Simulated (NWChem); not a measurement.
System: C$_{3}$H$_{3}$BFN; SMILES FB1C=CC=N1

Program: NWChem. Medium grid unless said otherwise, to which SCAN and Minnesota functionals are sensitive. Coordinates come from a B3LYP/6-31G* (spherical d) optimisation.

Q: Predict the results for MN15/def2-SVP. Quantities: highest occupied level (eV); orbital gap (eV); dipole (D).

A: The highest occupied level (eV) comes out as -8.41 and the orbital gap (eV) is 6.10. The dipole (D) comes out as 2.98.
